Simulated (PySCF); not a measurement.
Compound: (Br2Ga-mu-H)3.
Z-matrix (Å and degrees, PBE0-D3(BJ)/def2-SVP geometry), rows numbered from 1:
```
Ga
Br  1  2.2680
Br  1  2.2708  2  125.39
H   1  1.6964  2  107.54  3  -126.31
Ga  4  1.6970  1  140.19  2  -100.39
Br  5  2.2709  4  107.70  1    99.39
Br  5  2.2659  4  106.25  1  -123.78
H   5  1.6957  4   99.63  1   -12.61
Ga  8  1.6981  5  139.64  4     7.34
Br  9  2.2693  8  104.98  5   107.89
Br  9  2.2692  8  107.69  5  -113.08
H   1  1.6965  2  106.39  3   127.81
```

Method used: PySCF 2.14.0, density-fitted response routines, TDDFT PBE0/def2-SVPD, vertical, gas phase, core orbitals frozen in the response. The geometry optimisation had not met its thresholds, so the values belong to a structure short of the stationary point. The PBE0/def2-SVPD calculation is non-relativistic and has no spin–orbit coupling, an omission that weighs most on bromine and gallium.

Kohn–Sham orbitals with the atoms that hold most of them (Löwdin shares over 4%, at most four atoms):

```tsv
orbital	ε (eV)	atoms
LUMO+2	-1.49	Ga9 18%, Ga5 16%, Ga1 16%, Br11 7%
LUMO+1	-3.06	Ga5 13%, H4 12%, Ga1 11%, Br7 11%
LUMO	-3.07	Ga9 14%, Br11 13%, Br10 12%, H12 11%
HOMO	-8.86	Br6 31%, Br2 30%, Br3 19%, Br7 11%
HOMO-1	-8.88	Br7 22%, Br2 20%, Br3 14%, Br6 10%
HOMO-2	-8.90	Br7 23%, Br10 21%, Br11 12%, Br2 11%
HOMO-3	-8.90	Br10 26%, Br11 19%, Br3 18%, Br6 17%
```

Within 0.005 eV of a neighbour in this list lie HOMO-3/HOMO-2.

(1) How does S1 compare with the orbital gap of 5.79 eV?

## Answers

(1) S1 is at 4.72 eV (f = 0.0035), 1.07 eV below the gap, made of HOMO→LUMO+1 (62%), HOMO-3/HOMO-2→LUMO (≥23%). Without the coupling terms of the response equations the lowest excitation would equal the gap.

Next come S2 at 4.73 eV (f 0.0004), HOMO-1→LUMO+1 (47%), HOMO-3/HOMO-2→LUMO (≥32%); S3 at 4.77 eV (f 0.0001), HOMO-3/HOMO-2→LUMO+1 (≥37%), HOMO→LUMO (34%), HOMO-5→LUMO+1 (10%); S4 at 4.79 eV (f 0.0004), HOMO-3/HOMO-2→LUMO (≥45%), HOMO-5→LUMO (20%), HOMO→LUMO+1 (18%); S5 at 4.85 eV (f 0.0011), HOMO-1→LUMO (53%), HOMO-3/HOMO-2→LUMO+1 (≥35%).

Orbitals of the list HOMO-3 to LUMO+2 that lie within 0.01 eV of each other are written together with a slash and their weights summed (≥ marks a lower bound); for degenerate orbitals outside that list single weights are arbitrary.

Löwdin shares depend on the basis, the more so with diffuse functions.

Hardware: 2 threads, Intel Xeon Platinum 8259CL at 2.50 GHz (x86_64), shared host with 96 logical CPUs at a one-minute load of 34. Cost: 26 min wall, 55 min CPU (grids of density and orbitals included), 3.6 GiB resident at most.
